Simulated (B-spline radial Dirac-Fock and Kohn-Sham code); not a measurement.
## X-ray scattering factor of Ho²⁺

System: holmium as Ho²⁺, configuration [Xe] 4f11, inside a Watson sphere of charge -2 and radius 2.2 Å (a model of the Madelung potential; inside it an electron's potential energy is raised by 13.1 eV).

Level of theory: configuration-average Dirac-Fock orbitals; an atomic code on a B-spline grid. f₀ is the Fourier transform of the spherical electron density, S the Waller-Hartree incoherent function, and s = sin θ/λ.

| s (Å⁻¹) | f₀ | S |
| --- | --- | --- |
| 0 | 65.000 | 0.000 |
| 0.05 | 64.326 | 0.753 |
| 0.07 | 63.699 | 1.427 |
| 0.08 | 63.316 | 1.826 |
| 0.11 | 61.922 | 3.204 |
| 0.13 | 60.819 | 4.220 |
| 0.17 | 58.308 | 6.330 |
| 0.21 | 55.555 | 8.401 |
| 0.26 | 52.027 | 10.840 |
| 0.33 | 47.310 | 13.983 |
| 0.41 | 42.533 | 17.213 |
| 0.52 | 37.048 | 21.020 |
| 0.65 | 31.788 | 24.808 |
| 0.82 | 26.362 | 29.093 |
| 1.03 | 21.557 | 33.676 |
| 1.29 | 17.843 | 38.531 |
| 1.63 | 14.903 | 43.501 |
| 2.04 | 12.124 | 47.631 |
| 2.56 | 9.057 | 51.178 |
| 3.22 | 6.498 | 54.341 |
| 4.04 | 5.036 | 57.091 |
| 5.07 | 4.078 | 59.424 |
| 6.37 | 3.044 | 61.279 |

f₀ starts at the number of electrons, 65, and has fallen to half at s ≈ 0.63 Å⁻¹. The sum of ⟨r²⟩ over the electrons is 37.13 bohr².

Values without a named source are computed, but for edge energies of neutral atoms, which are taken from tables.
